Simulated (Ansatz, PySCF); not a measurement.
Si(H)(F)2(Et) (C₂H₆F₂Si), SMILES F[SiH](CC)F. Atoms are numbered in the order given.

```xyz
11

Si     0.6177     0.0688    -0.4137
F      1.3342    -0.6311     0.8603
F      0.4901     1.6429    -0.0503
C     -1.0764    -0.6472    -0.6304
C     -1.9631    -0.4817     0.6106
H      1.5225    -0.0627    -1.5803
H     -1.5390    -0.1681    -1.5131
H     -0.9642    -1.7148    -0.8958
H     -2.9625    -0.9159     0.4535
H     -2.0954     0.5817     0.8648
H     -1.5159    -0.9769     1.4868
```
Charge 0, spin multiplicity 1.

The structure is a stationary point at r2SCAN-D4/def2-SVP. Other conformers were not sampled.

Two levels are set side by side: PBE-D3(BJ)/def2-SVP (Ansatz, a first-principles code) and r2SCAN-D4/def2-SVP (Ansatz). Each level has its own optimised geometry; the coordinates shown are those of the second. Frequencies come from the Hessian of PySCF at each geometry. Differences are taken from unrounded values.

```json
[
 {"quantity": "mean bond length (Å)", "r2SCAN-D4": "1.362"},
 {"quantity": "bond Si1–F2 (Å)", "r2SCAN-D4": "1.621"},
 {"quantity": "bond Si1–F3 (Å)", "r2SCAN-D4": "1.621"},
 {"quantity": "bond Si1–C4 (Å)", "r2SCAN-D4": "1.852"},
 {"quantity": "bond C4–C5 (Å)", "r2SCAN-D4": "1.534"},
 {"quantity": "bond Si1–H6 (Å)", "r2SCAN-D4": "1.482"},
 {"quantity": "bond C4–H7 (Å)", "r2SCAN-D4": "1.106"},
 {"quantity": "bond C4–H8 (Å)", "r2SCAN-D4": "1.106"},
 {"quantity": "bond C5–H9 (Å)", "r2SCAN-D4": "1.101"},
 {"quantity": "bond C5–H10 (Å)", "r2SCAN-D4": "1.101"},
 {"quantity": "bond C5–H11 (Å)", "r2SCAN-D4": "1.101"},
 {"quantity": "highest harmonic wavenumber (cm⁻¹)", "r2SCAN-D4": "3136"},
 {"quantity": "mean harmonic wavenumber (cm⁻¹)", "r2SCAN-D4": "1301"},
 {"quantity": "zero-point energy (kcal/mol)", "r2SCAN-D4": "50.23"}
]
```

Q: What does PBE-D3(BJ) give, and how far is it from r2SCAN-D4? (The exact figures need the calculation; the answer reports its results.)

A: 
```tsv
quantity	PBE-D3(BJ)	PBE-D3(BJ) minus r2SCAN-D4
mean bond length (Å)	1.372	0.009
bond Si1–F2 (Å)	1.635	0.014
bond Si1–F3 (Å)	1.635	0.014
bond Si1–C4 (Å)	1.865	0.013
bond C4–C5 (Å)	1.537	0.003
bond Si1–H6 (Å)	1.495	0.013
bond C4–H7 (Å)	1.113	0.007
bond C4–H8 (Å)	1.113	0.007
bond C5–H9 (Å)	1.108	0.008
bond C5–H10 (Å)	1.109	0.007
bond C5–H11 (Å)	1.109	0.007
highest harmonic wavenumber (cm⁻¹)	3068	-68
mean harmonic wavenumber (cm⁻¹)	1268	-33
zero-point energy (kcal/mol)	48.95	-1.28
```
